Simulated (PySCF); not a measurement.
Zr³⁺ (zirconium, charge +3) across methods

[Kr] 4d1, 2D determinant. All numbers are calculated (PySCF 2.14, a scalar-relativistic core potential, in aug-cc-pwCVTZ-PP with ECP28MDF (8s8p7d4f3g, 122 functions)).

```tsv
method	E (hartree)	mean ε 4p α (eV)	mean ε 4p β (eV)	mean ε 4d α (eV)	Σ⟨r²⟩ (bohr²)	⟨S²⟩
M06-L	-45.2109	-60.087	-59.198	-28.828	19.56	0.752
r2SCAN	-45.1956	-60.369	-59.490	-28.990	19.74	0.751
HSE06	-45.1660	-61.447	-60.517	-29.875	19.78	0.751
LDA	-45.0130	-59.371	-58.678	-28.625	19.95	0.750
UHF	-44.84146	-68.005	-66.235	-33.976	19.82	0.753
PBE	-45.1669	-59.460	-58.763	-28.816	19.81	0.751
TPSSh	-45.1726	-60.603	-59.774	-29.468	19.75	0.751
PBE0	-45.1672	-61.871	-60.937	-30.291	19.78	0.751
```

Energies and moments cover only the electrons outside the core potential.
